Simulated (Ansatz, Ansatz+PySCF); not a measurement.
```xyz
2

F     0.0000    0.0000   -0.6882
F     0.0000    0.0000    0.6882
```

Basis set: def2-SVP (spherical functions). Left uncorrelated: 2 orbitals. Charge 0, multiplicity 1.

Computed with Ansatz (development build ahead of 0.2.0); each method stands on the lowest determinant of its kind that the runs found. Restricted open shells among the atoms or ions are ROHF, correlated in semicanonical orbitals with singles. Restricted functionals stand beside restricted open-shell atoms, which can lie above the unrestricted atoms usual in DFT and then raise those values.

The atomization energy at this shape (free ground-state atoms in the same class of orbitals less the molecule, no zero-point energy) of singlet F2:

```json
{"method": "ωB97X (restricted)", "atomization energy": "39.93 kcal/mol"}
{"method": "ωB97X (unrestricted)", "atomization energy": "38.07 kcal/mol"}
{"method": "r²SCAN (restricted)", "atomization energy": "42.45 kcal/mol"}
{"method": "r²SCAN (unrestricted)", "atomization energy": "39.74 kcal/mol"}
{"method": "PBE (restricted)", "atomization energy": "56.65 kcal/mol"}
{"method": "PBE0 (unrestricted)", "atomization energy": "36.11 kcal/mol"}
{"method": "PBE0 (restricted)", "atomization energy": "38.07 kcal/mol"}
{"method": "RHF-CCSD(T)", "atomization energy": "28.15 kcal/mol"}
{"method": "RHF-CCSD", "atomization energy": "24.14 kcal/mol"}
{"method": "RHF-MP2", "atomization energy": "32.53 kcal/mol"}
{"method": "UHF-MP2", "atomization energy": "16.51 kcal/mol"}
{"method": "UHF", "atomization energy": "-34.56 kcal/mol"}
{"method": "RHF", "atomization energy": "-31.85 kcal/mol"}
```

Question: What does PBE (unrestricted) give?

Answer: 55.21 kcal/mol. Caution for UHF-MP2: another reference gives a lower total. Caution for UHF-MP2, UHF: the determinant breaks the point group; the unrestricted determinant is spin contaminated. Caution for UHF, RHF: the molecule lies well above its atoms at this level.
